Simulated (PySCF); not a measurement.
Cl₃OW, neutral, multiplicity 2. Atoms are numbered in the order given.

```xyz
5

W     -0.0743    -0.2166     0.0000
O      0.0917    -1.8855     0.0000
Cl    -2.1748     0.6570     0.0000
Cl     1.2275     0.5866    -1.6862
Cl     1.2275     0.5866     1.6862
```
Charge 0, spin multiplicity 2.

Geometry optimised at PBE0-D3(BJ)/def2-SVP. The spin state was assumed, not searched. The isomer is the one that the SMILES or the coordinates give; other isomers of the formula were not compared. The def2 effective core potentials stand for the cores of W; spin–orbit coupling is left out.

Computed with PBE0/def2-TZVP in PySCF.

The molecule is in vacuum.

Computed frontier levels, dipole moment and polarisability:
```yaml
"α spin, highest occupied and lowest empty level": -6.67 and -3.77 eV
"β spin, highest occupied and lowest empty level": -9.40 and -3.42 eV
dipole_moment: 1.28 D
quadrupole, principal values (traceless, Buckingham form, about the centre of nuclear charge): -2.38, 1.15, 1.24 D·Å
mean_static_polarisability: 78.6 bohr³ (11.65 Å³)
polarisability_principal_values: 67.7, 81.2, 86.9 bohr³
"⟨S²⟩": 0.756 (pure state 0.75)
```
